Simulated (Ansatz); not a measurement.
Saddle point of BSiH$_{5}$Cl$_{2}$, singlet (BSiH₃Cl₂ ([SiH3][B]([Cl])[Cl]) + H₂ → BHCl₂ ([Cl][BH][Cl]) + SiH₄; bonds formed: B1–H6, Si2–H5; bonds broken: B1–Si2, H5–H6), PBE0-D4/def2-TZVP structure:

B1  (-0.616, -0.140, -0.744)
Si2  (0.840, 0.180, 0.756)
Cl3  (-0.177, -1.695, -1.543)
Cl4  (-0.721, 1.399, -1.674)
H5  (-1.113, -0.179, 0.412)
H6  (-1.827, -0.335, -0.301)
H7  (2.023, 0.346, -0.119)
H8  (0.587, 1.410, 1.550)
H9  (1.004, -0.986, 1.661)
(Å)

Energies are electronic, without zero-point energy. Barriers and step energies count from the start structure reached by relaxing down the imaginary mode; all methods use the PBE0-D4 structures, on which another method's saddle can fall below an end. Ansatz 0.2.0; basis: def2-TZVPP, with def2-QZVPP for the basis limit; cores frozen in the correlated methods. B3LYP uses VWN-RPA correlation. Extrapolation: Hartree–Fock as exp(−7.88 √X), correlation as X^−2.97.

| method | barrier (kcal/mol) | step energy (kcal/mol) |
| --- | --- | --- |
| SPW92 | 6.54 | -7.50 |
| PBE-D4 | ? | -6.87 |
| BLYP-D4 | 22.90 | -8.58 |
| r2SCAN-D4 | 18.64 | -8.52 |
| B97M-V | 19.97 | -9.84 |
| PBE0-D4 | 17.28 | -8.49 |
| B3LYP-D4 | ? | -9.92 |
| r2SCAN0-D4 | 19.16 | -9.63 |
| BHLYP-D4 | 25.34 | -11.74 |
| CAM-B3LYP-D4 | 22.47 | -11.29 |
| wB97X-V | 22.00 | -10.15 |
| wB97M-V | 21.25 | -10.54 |
| B2PLYP | 24.00 | -10.88 |
| PBE-QIDH | ? | -9.87 |
| RPA on PBE | 25.46 | -10.58 |
| HF | 37.48 | -15.88 |
| MP2 | 21.95 | -10.07 |
| CCSD | 25.41 | -11.42 |
| CCSD(T) | 24.07 | -10.28 |

Q: Fill in the withheld barriers. (Judge from chemistry; the value comes from the calculation.)

A: Computed: B3LYP-D4 23.05; PBE-D4 16.21; PBE-QIDH 19.61 kcal/mol. Each is the energy of the saddle less that of the start structure, by the same method.

For comparison, the barrier by CCSD(T) at an estimated basis limit (MP2 extrapolated from triple and quadruple zeta, plus CCSD(T) − MP2 in triple zeta) is 23.04 kcal/mol.

T1 diagnostic: at most 0.013. The end structure is not quite a true minimum (one mode of 30i cm⁻¹).

Labels in which every atom is bracketed show which atoms are joined, not bond orders.

For scale, one of the runs: CCSD(T)/def2-TZVPP, 227 basis functions (an equivalent command: `ansatz run in.yaml --threads 4`). The run took 74 s on 4 CPU threads (shared host), with 3.4 GiB of host memory at its peak.
